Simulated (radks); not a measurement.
Values are calculated unless marked as measured or tabulated.
Q: These are the eigenvalues of the occupied orbitals of an atom or ion with whole-number occupations (hartree). Code: a radial shooting solver on a logarithmic mesh with Libxc functionals. Model: Dirac Kohn-Sham, LDA (Slater exchange, Perdew-Wang correlation), spin-unpolarised, spherical densities, finite nucleus; Fermi nuclear charge, rms radius of each element as measured or else 0.836 A^(1/3) + 0.57 fm.

1s1/2: -461.0794
2s1/2: -61.51059
2p1/2: -55.49252
2p3/2: -53.96179
3s1/2: -10.07310
3p1/2: -8.00757
3p3/2: -7.77972
3d3/2: -4.20782
3d5/2: -4.17078
4s1/2: -1.96237
4p1/2: -1.44138
5s1/2: -0.59521

Which element is it, and in what charge state? The configuration may be excited. Open shells, if any, fill j = l - 1/2 first.

A: Z = 34, selenium, charge +2: Se2+ in [Ar] 3d8 4s2 4p2 5s2. The list shows which subshells hold electrons but not how many an open one holds; the 1s level, -461.08 hartree, gives Z - s = 30.4 by -(Z - s)^2/2, which with screening and relativity narrows Z to a few neighbours, and the depths of the outer levels then fix element, charge and occupations together.
